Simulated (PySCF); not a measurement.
**Predicted spectroscopic data**

Gas phase, a single conformation, one averaged value for each set of equivalent atoms, no relativistic terms. σ from GIAO-PBE0/pcSseg-1; structure optimised with GFN2-xTB; J couplings at B3LYP/pcJ-1 (spin–dipole term left out of most H,H and C,H couplings); PySCF 2.14.0 with density-fitted response routines.

Chemical shifts δ = σref − σ; ¹H, ¹³C vs TMS, all at this level. Multiplet labels drop J under 1 Hz and among equivalent protons, and merge close values. Unscaled 3J(H,H) run several per cent high. Where no couplings were computed, multiplicities follow the n + 1 count of equivalent neighbours, and m marks all less simple cases (inequivalent or close neighbours, rings, F or P nearby). One-bond C–F couplings are unscaled and too large by tens of Hz. Shifts are as computed. Against solution values, carbons near 30 ppm lie about +3 ppm off and those near 130 ppm about +5 ppm. Of 1309 compounds with measured shifts, 239 miss one by over three times the rms of a fit or turn the order of signals round; such compounds aren't used in these exercises.

Compound 1 (C$_{5}$H$_{4}$F$_{2}$). ¹H NMR (500 MHz, computed): δ 4.94 (m, 1H), 2.39 (d, J = 4.8 Hz, 1H), 1.53 (m, 1H), 1.42 (m, 1H). ¹³C{¹H} NMR (computed): δ 88.5 (CH, d, J = 9.2 Hz), 81.2 (C, dd, J = 25.5, 2.8 Hz), 79.0 (CH, dd, J = 305.2, 13.7 Hz), 72.5 (C, dd, J = 282.1, 5.3 Hz), 25.6 (CH2, dd, J = 12.9, 8.1 Hz). Structure: SMILES F[C@]1(C#C)C[C@H]1F.

Compound 2 (C$_{7}$H$_{10}$ClNSi). ¹H NMR (500 MHz, computed): δ 8.76 (m, 1H), 8.74 (m, 1H), 6.06 (br s, 1H), 5.55 (br s, 1H), 2.11 (s, 3H), 2.09 (s, 3H). ¹³C{¹H} NMR (computed): δ 174.1, 150.9, 134.6, 113.5, 82.7, 24.6, 5.7. Structure: SMILES C=N[Si@@](Cl)(C#CC)C(=C)C.
